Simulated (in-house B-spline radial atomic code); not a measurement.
Computed with a B-spline radial atomic code. Model: two electrons, singlet ground state, non-relativistic, full CI in B-splines with partial waves to l = 8 (at full coupling up to 3e-4 hartree above the limit, correlation up to 0.6 % small), density held at that of full coupling by Lieb maximisation.

W(λ) is the mean repulsion in the state of coupling λ less the Hartree energy of the fixed density. Its start is exact exchange, its initial slope is twice the second-order Görling-Levy correlation energy, and its area from 0 to 1 is E_xc. A straight curve means weak, dynamic correlation, and a curve that drops fast and flattens means strong correlation.

Command:
```bash
python run_ac.py task.json out
```
Settings (lengths in bohr, energies in hartree):
```
potential              coulomb
strength               1.24
lmax                   8
wall_radius            0.745
```

Cost of the run: 3 s on 1 thread of Intel(R) Xeon(R) Processor @ 2.30GHz, with other jobs on the host.

**W = mean repulsion less Hartree energy, and W of three functionals.**

Given: confinement point charge; nuclear charge 1.24; hard wall radius 0.745 bohr; external potential -Z/r.

Computed: LDA exchange minus exact 351.28 millihartree; SCAN exchange minus exact -7.1844 millihartree.

```json
{"coupling": "0", "W xc (hartree)": "-2.5089", "W xc minus exchange (millihartree)": "0", "kinetic minus Kohn-Sham (millihartree)": "0", "LDA (PW92) W minus its exchange (millihartree)": "0", "PBE W minus its exchange (millihartree)": "0", "SCAN W minus its exchange (millihartree)": "0"}
{"coupling": "0.02", "W xc (hartree)": "-2.511", "W xc minus exchange (millihartree)": "-2.081", "kinetic minus Kohn-Sham (millihartree)": "0", "LDA (PW92) W minus its exchange (millihartree)": "-14.28", "PBE W minus its exchange (millihartree)": "-3.36", "SCAN W minus its exchange (millihartree)": "-1.95"}
{"coupling": "0.05", "W xc (hartree)": "-2.5141", "W xc minus exchange (millihartree)": "-5.187", "kinetic minus Kohn-Sham (millihartree)": "0.1", "LDA (PW92) W minus its exchange (millihartree)": "-30.12", "PBE W minus its exchange (millihartree)": "-8.36", "SCAN W minus its exchange (millihartree)": "-4.84"}
{"coupling": "0.12", "W xc (hartree)": "-2.5212", "W xc minus exchange (millihartree)": "-12.363", "kinetic minus Kohn-Sham (millihartree)": "0.7", "LDA (PW92) W minus its exchange (millihartree)": "-59.78", "PBE W minus its exchange (millihartree)": "-19.79", "SCAN W minus its exchange (millihartree)": "-11.46"}
{"coupling": "0.25", "W xc (hartree)": "-2.5343", "W xc minus exchange (millihartree)": "-25.428", "kinetic minus Kohn-Sham (millihartree)": "3.2", "LDA (PW92) W minus its exchange (millihartree)": "-103.45", "PBE W minus its exchange (millihartree)": "-40.09", "SCAN W minus its exchange (millihartree)": "-23.41"}
{"coupling": "0.4", "W xc (hartree)": "-2.549", "W xc minus exchange (millihartree)": "-40.093", "kinetic minus Kohn-Sham (millihartree)": "7.9", "LDA (PW92) W minus its exchange (millihartree)": "-144.77", "PBE W minus its exchange (millihartree)": "-62.17", "SCAN W minus its exchange (millihartree)": "-36.74"}
{"coupling": "0.6", "W xc (hartree)": "-2.5679", "W xc minus exchange (millihartree)": "-58.988", "kinetic minus Kohn-Sham (millihartree)": "17.3", "LDA (PW92) W minus its exchange (millihartree)": "-191.36", "PBE W minus its exchange (millihartree)": "-89.66", "SCAN W minus its exchange (millihartree)": "-53.85"}
{"coupling": "0.8", "W xc (hartree)": "?", "W xc minus exchange (millihartree)": "?", "kinetic minus Kohn-Sham (millihartree)": "?", "LDA (PW92) W minus its exchange (millihartree)": "?", "PBE W minus its exchange (millihartree)": "?", "SCAN W minus its exchange (millihartree)": "?"}
{"coupling": "1", "W xc (hartree)": "?", "W xc minus exchange (millihartree)": "?", "kinetic minus Kohn-Sham (millihartree)": "?", "LDA (PW92) W minus its exchange (millihartree)": "?", "PBE W minus its exchange (millihartree)": "?", "SCAN W minus its exchange (millihartree)": "?"}
{"coupling": "1.4", "W xc (hartree)": "-2.6366", "W xc minus exchange (millihartree)": "-127.69", "kinetic minus Kohn-Sham (millihartree)": "85.4", "LDA (PW92) W minus its exchange (millihartree)": "-330.02", "PBE W minus its exchange (millihartree)": "-183.29", "SCAN W minus its exchange (millihartree)": "-116.11"}
{"coupling": "2", "W xc (hartree)": "-2.6817", "W xc minus exchange (millihartree)": "-172.86", "kinetic minus Kohn-Sham (millihartree)": "161.9", "LDA (PW92) W minus its exchange (millihartree)": "-407.76", "PBE W minus its exchange (millihartree)": "-241.39", "SCAN W minus its exchange (millihartree)": "-157.5"}
{"coupling": "3", "W xc (hartree)": "-2.747", "W xc minus exchange (millihartree)": "-238.12", "kinetic minus Kohn-Sham (millihartree)": "324.1", "LDA (PW92) W minus its exchange (millihartree)": "-510.8", "PBE W minus its exchange (millihartree)": "-322.84", "SCAN W minus its exchange (millihartree)": "-218.53"}
{"coupling": "4.5", "W xc (hartree)": "-2.8264", "W xc minus exchange (millihartree)": "-317.53", "kinetic minus Kohn-Sham (millihartree)": "619.5", "LDA (PW92) W minus its exchange (millihartree)": "-628.26", "PBE W minus its exchange (millihartree)": "-420.44", "SCAN W minus its exchange (millihartree)": "-295.5"}
{"coupling": "7", "W xc (hartree)": "-2.9245", "W xc minus exchange (millihartree)": "-415.6", "kinetic minus Kohn-Sham (millihartree)": "1176.1", "LDA (PW92) W minus its exchange (millihartree)": "-768.92", "PBE W minus its exchange (millihartree)": "-542.3", "SCAN W minus its exchange (millihartree)": "-395.93"}
{"coupling": "10", "W xc (hartree)": "-3.0068", "W xc minus exchange (millihartree)": "-497.88", "kinetic minus Kohn-Sham (millihartree)": "1868.1", "LDA (PW92) W minus its exchange (millihartree)": "-887.82", "PBE W minus its exchange (millihartree)": "-648.46", "SCAN W minus its exchange (millihartree)": "-485.59"}
```

Q: What belongs in the row 0.8?

A: W xc (hartree): -2.586; W xc minus exchange (millihartree): -77.163; kinetic minus Kohn-Sham (millihartree): 30.1; LDA (PW92) W minus its exchange (millihartree): -231.67; PBE W minus its exchange (millihartree): -115.27; SCAN W minus its exchange (millihartree): -70.29.

Q: What belongs in the row 1?

A: W xc (hartree): -2.6035; W xc minus exchange (millihartree): -94.651; kinetic minus Kohn-Sham (millihartree): 45.8; LDA (PW92) W minus its exchange (millihartree): -267.58; PBE W minus its exchange (millihartree): -139.27; SCAN W minus its exchange (millihartree): -86.11.

Q: What is the PBE exchange minus exact?

A: 112.86 millihartree.

**Energy parts, natural occupations and partial-wave weights.**

Computed: exchange energy -2.5089 hartree; correlation energy -0.048865 hartree; kinetic part of the DFT correlation energy 0.045785 hartree; initial slope twice GL2 -0.10426 hartree; kinetic part over minus potential part 0.48373; Hartree energy 5.0178 hartree; Lieb Oxford ratio E_xc over LDA exchange 1.1855.

```tsv
natural	occupation of the shell (electrons)
s	1.9966
p	?
d	0.0001499
s	0.00013214
p	2.2245e-05
f	2.041e-05
```

Q: What belongs in the row p?

A: occupation of the shell (electrons): 0.0030868.

| wave | weight |
| --- | --- |
| s | 0.99835 |
| p | ? |
| d | 7.7673e-05 |
| f | 1.0992e-05 |
| g | 2.5632e-06 |

Q: What belongs in the row p?

A: weight: 0.0015551.

Q: What is the total energy?

A: 11.7723 hartree.

Q: What is the Kohn-Sham kinetic?

A: 18.045 hartree.

Half-way to full coupling W has made 52 % of its drop, against 50 % for a straight line, and second-order (GL2) theory, half the initial slope, overshoots the correlation energy by about 7 %: correlation is weak here. Over couplings 0 to 1 the errors in E_xc come to about +241 millihartree for LDA, +88 millihartree for PBE, -2.9 millihartree for SCAN, so SCAN is nearest. In LDA and PBE and SCAN the errors of exchange and correlation have opposite signs, so the sum is smaller than the larger of the two.
